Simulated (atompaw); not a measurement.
# N: one change to a PAW (atompaw) potential, before and after

N, PAW, made with atompaw 4.2.0.5 (PBE, scalar-relativistic). Core [He], reference 2s1.75 2p3.25. Waves: 2s (bound): rc 2.00 bohr; 2s channel at -0.4 Ry: rc 2.00 bohr; 2p (bound): rc 2.00 bohr; 2p channel at 0.1 Ry: rc 2.00 bohr. Local part: troulliermartins scheme with l = 2 at 1 Ry, radius 1.45 bohr. Core correction: smooth core density matched at 1.80 bohr. Augmentation charge: sinc compensation charge, radius 1.85 bohr; PAW radius 2.00 bohr; waves and projectors: custom polynom gramschmidtortho.

Change: augmentation sinc compensation charge, radius 1.85 bohr; PAW radius 2.00 bohr; waves and projectors: custom rrkj gramschmidtortho.

Cutoffs: the cutoffs (Ry, on a coarse ladder) from which the occupation-weighted sum of valence levels, in a spherical-Bessel basis at the reference potential, stays within 10 and 1 mRy of its value at 400 Ry; they do not see the model core or the augmentation charge, which bear on the density cutoff.

Q: What does the change do?

A: The potential gets softer (15 Ry and 30 Ry → 15 Ry and 21 Ry); the range in which the s phases agree narrows (upper end at the end of the scan → 3.0); neither file shows a bound ghost.

```tsv
quantity	base	changed
cutoff, loose	15 Ry	15 Ry
cutoff, tight	30 Ry	21 Ry
bound ghosts	none	none
s: phases at 2.01 bohr within 0.05 rad from the reference energy up to (Ry; the scan ends near 5)	to the end of the scan	3.0
p: phases at 2.01 bohr within 0.05 rad from the reference energy up to (Ry; the scan ends near 5)	to the end of the scan	to the end of the scan
lowest overlap eigenvalue by channel	s 0.87, p 0.93	s 0.23, p 1.00
```

 The cutoffs see the waves, projectors and local potential, not the compensation charge or the core.
